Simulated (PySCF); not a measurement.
# SrCl₃⁻: breathing scan

Method: B3LYP in PySCF with Sr def2-SVPD with ECP28, Cl def2-SVPD; scalar-relativistic core potentials, no spin–orbit coupling; density-fitted integrals.

Rigid scan from the singlet minimum (Sr–Cl 2.742 Å (×3); Cl–Sr–Cl 120.0° (×3)). Coordinate: all bonds to the central atom scaled together. Energies in kJ/mol from the minimum.

Q: Predict the curve at 0.88, 0.92, 0.96, 1.00, 1.04, 1.08, 1.14, 1.22, 1.35.

A: 
```json
{"scale of all bonds to the centre": "0.88", "E (kJ/mol)": "146.9"}
{"scale of all bonds to the centre": "0.92", "E (kJ/mol)": "56.7"}
{"scale of all bonds to the centre": "0.96", "E (kJ/mol)": "12.4"}
{"scale of all bonds to the centre": "1.00", "E (kJ/mol)": "0.0"}
{"scale of all bonds to the centre": "1.04", "E (kJ/mol)": "9.6"}
{"scale of all bonds to the centre": "1.08", "E (kJ/mol)": "34.0"}
{"scale of all bonds to the centre": "1.14", "E (kJ/mol)": "87.8"}
{"scale of all bonds to the centre": "1.22", "E (kJ/mol)": "175.4"}
{"scale of all bonds to the centre": "1.35", "E (kJ/mol)": "325.7"}
```

Other isomers or separated fragments may lie lower.
